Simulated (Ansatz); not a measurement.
```yaml
crystal:
  periodic: [false, false, false]
  atoms:
    - {symbol: O, position_ang: [-1.436539, 0.978817, 0.026725]}
    - {symbol: Mo, position_ang: [0.065652, 0.166927, -0.439926]}
    - {symbol: O, position_ang: [1.598870, -0.975878, 0.232631]}
    - {symbol: S, position_ang: [-0.524600, -1.015673, -2.159741]}
    - {symbol: Cl, position_ang: [-0.954424, -1.268521, 1.535052]}
    - {symbol: Cl, position_ang: [1.464535, 2.051626, -1.048859]}
    - {symbol: H, position_ang: [-1.844219, 0.889377, 0.867157]}
    - {symbol: H, position_ang: [1.723430, -1.149865, 1.033682]}
basis:
  gaussian: {orbitals: def2-mTZVPP}
hamiltonian: {xc: {name: r2SCAN}, dispersion: d4}
relax: {f_tol: 0.0001, max_steps: 2}
```

```sh
$ ansatz run in.yaml --threads 4 --pin off --events-out ev --progress --plain --max-ram 11315MiB
```

Output, abridged:

```
Functional definition: r2SCAN
1485 factors; their error is unknown
mean field evaluation 1: about -41852.4944 eV, gradient 9.0e1 eV
mean field evaluation 2: about -41524.1385 eV, gradient 3.4e2 eV
mean field evaluation 4: about -41856.4030 eV, gradient 6.4e1 eV
mean field evaluation 8: about -41866.5449 eV, gradient 5.6e0 eV
mean field evaluation 16: about -41866.6071 eV, gradient 7.6e-3 eV
mean field -41866.60712693 eV, -1538.5694337090 hartree, gradient 1.5e-5 eV, S^2 0.000000; 0 other end points of the search recorded, 0 dependent functions left out
reference -41866.60714531 eV, -1538.5694343846 hartree; 41, 41 occupied and 131, 131 virtual orbitals, 1485 factors
relax step   1: F+E_penalty+E_count = -41866.68289063 eV  Δ(F+E_penalty+E_count) = +0.000e0 eV  max|allowed force component| = 1.241e1 eV/Å  Δτ_max = 0.0000 Å  (38 SCF iters, accepted)
1485 factors; their error is unknown
mean field evaluation 32: about -41868.1669 eV, gradient 2.0e-5 eV
mean field -41868.16694141 eV, -1538.6267558339 hartree, gradient 2.0e-5 eV, S^2 0.000000; 0 other end points of the search recorded, 0 dependent functions left out
reference -41868.16695931 eV, -1538.6267564917 hartree; 41, 41 occupied and 131, 131 virtual orbitals, 1485 factors
relax step   2: F+E_penalty+E_count = -41868.24426101 eV  Δ(F+E_penalty+E_count) = -1.561e0 eV  max|allowed force component| = 1.199e0 eV/Å  Δτ_max = 0.1949 Å  (45 SCF iters, accepted)
Error: geometry relaxation did not converge after 2 steps: max|allowed force component| = 1.20e0 eV/Å (threshold 1.0e-4). Raise `relax.max_steps` over both its present limit and 2, loosen `relax.f_tol`, or start from a geometry closer to equilibrium. Where this run's directory can be resumed (`checkpoint.write`), a resume goes on for up to `relax.max_steps` more
```

Question: What is wrong with this run?

Answer: The relaxation is allowed too few steps for its threshold. No converged result was reached.
